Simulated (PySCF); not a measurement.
(I2B-mu-SH)2.
Bonds: B1–I2, B1–I3, B1–S4, B1–S8, S4–B5, B5–I6, B5–I7, B5–S8. Hydrogens: H9 on S4; H10 on S8.

A linear-response calculation (PySCF, def2-SVPD basis, gas phase, vertical, core orbitals frozen in the response) gave these numbers; the functional is withheld.

Orbital energies (eV): HOMO-3 -8.89, HOMO-2 -8.82, HOMO-1 -8.71, HOMO -8.54, LUMO -0.67, LUMO+1 -0.63, LUMO+2 -0.39.

```csv
state,E (eV),f,"main configurations (H = HOMO, L = LUMO)"
S1,5.06,0.0001,"H→L+2 (30%), H-1→L+1 (27%), H-4→L (18%)"
S2,5.10,0.0020,"H→L+1 (64%), H-1→L+2 (22%)"
S3,5.11,0.0002,H→L (64%)
S4,5.22,0.0000,"H-1→L (74%), H-4→L+1 (11%)"
S5,5.22,0.0022,"H-2→L (54%), H-3→L+1 (19%), H-5→L+2 (14%)"
S6,5.29,0.0011,"H-2→L+1 (42%), H-3→L (40%), H-6→L+2 (9%)"
```

Triplets (Tamm–Dancoff): T1 4.68 eV, H→L+2 (44%), H-1→L+1 (20%), H-4→L (15%); T2 4.74 eV, H-1→L+2 (40%), H→L+1 (31%); T3 4.81 eV, H-2→L (29%), H→L (22%), H-3→L+1 (13%); T4 4.85 eV, H→L (38%), H-2→L (14%), H-4→L+2 (9%).

Vertical ionisation energy by ΔSCF with the same functional: 9.19 eV. Mean static polarisability: 204.3 au.

Orbitals of the list HOMO-3 to LUMO+2 that lie within 0.01 eV of each other are written together with a slash and their weights summed (≥ marks a lower bound); for degenerate orbitals outside that list single weights are arbitrary.

Question: Which of these was used?
A. HF
B. B3LYP
C. CAM-B3LYP
D. PBE

Answer: C. CAM-B3LYP is range-separated, 19% exact exchange at short range and 65% at long range (ω = 0.33 bohr⁻¹). In this run −ε(HOMO) = 8.54 eV differs from the ΔSCF value by -0.65 eV, and S1 differs from the orbital gap of 7.87 eV by -2.80 eV. The ratio −ε(HOMO)/IP is 0.93. Usual ranges for neutral molecules in this basis: 0.85 to 0.93 with CAM-B3LYP, 0.5 to 0.7 with PBE, 0.67 to 0.83 with B3LYP; Hartree–Fock can't fall below 1, since the ion's relaxation only lowers the ΔSCF value. The other options: PBE, a GGA without exact exchange; HF, time-dependent Hartree–Fock, 100% exact exchange; B3LYP, a global hybrid with 20% exact exchange.

Method: TDDFT CAM-B3LYP/def2-SVPD, vertical, gas phase, core orbitals frozen in the response, def2 core potentials past Kr in PySCF. Isolated species at its PBE0-D3(BJ)/def2-SVP geometry (one conformer only). Spin–orbit coupling is left out.
